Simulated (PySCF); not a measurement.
Simulated Cl 2p region for `C#[C][Al]([Cl])[Cl]` (AlCl2(CCH)), binding energy against the vacuum level.

Every computed line was given a Gaussian of 0.7 eV full width at half maximum and an area set by the number of equivalent atoms (split 2:1 within a doublet); the highest printed point is 100. Computed with delta-SCF UKS SCAN, pcX-2 on the ionised atom, pcseg-1 elsewhere, spin-free X2C in PySCF 2.14.0.

binding energy (eV), intensity and a bar:
```
    205.1          0 
    205.2          1 
    205.3          2 #
    205.4          5 #
    205.5         10 ###
    205.6         20 ######
    205.7         34 ##########
    205.8         53 ################
    205.9         73 ######################
    206.0         91 ###########################
    206.1        100 ##############################
    206.2         99 ##############################
    206.3         87 ##########################
    206.4         68 ####################
    206.5         48 ##############
    206.6         30 #########
    206.7         17 #####
    206.8          9 ###
    206.9          4 #
    207.0          3 #
    207.1          4 #
    207.2          7 ##
    207.3         13 ####
    207.4         21 ######
    207.5         31 #########
    207.6         41 ############
    207.7         48 ##############
    207.8         50 ###############
    207.9         47 ##############
    208.0         39 ############
    208.1         29 #########
    208.2         20 ######
    208.3         12 ###
    208.4          6 ##
    208.5          3 #
    208.6          1 
    208.7          0 
    208.8          0
```

Q: Count the maxima, the lines and the sites behind this envelope.

A: The curve has 2 maxima (at 206.1 and 207.8 eV). Under it lie 2 lines from 1 inequivalent chlorine site, drawn as a 2p3/2, 2p1/2 pair.

Q: Decompose the envelope and assign each component. Bonds: Al1–Cl2, Al1–Cl3, Al1–C4, C4–C5. Hydrogens: H6 on C5.

A: 
```tsv
position (eV)	relative area	line	atoms	environment
206.14	1.33	Cl 2p3/2	Cl2/Cl3	chlorine bonded to Al
207.79	0.67	Cl 2p1/2	Cl2/Cl3	chlorine bonded to Al
```

Q: What are the centre and the root-mean-square width of the whole band?

A: The area-weighted mean of the lines is 206.69 eV. Their own spread about it is 0.78 eV (rms) and each Gaussian has σ = 0.7/2.355 = 0.30 eV; the variances add, which gives 0.83 eV.

The curve has no shake-up lines and no vibrational structure. The first atom of each set that the bonding makes equivalent was ionised and stands for the set. The 2p values aren't plain energy differences: one relaxed spin-free 2p hole is combined with a matrix within the shell (ground-state 2p orbital-energy differences and spin–orbit coupling). 2p3/2, the mean of its two sublevels, lies a third of the splitting below the shell's mean and 2p1/2 two thirds above it; the statistical areas are 2:1. 2p1/2 minus 2p3/2 (ligand field included): Cl 1.65 eV. Geometry: PBE0-D3(BJ)/def2-SVP; no solvent, vibrations or thermal averaging.
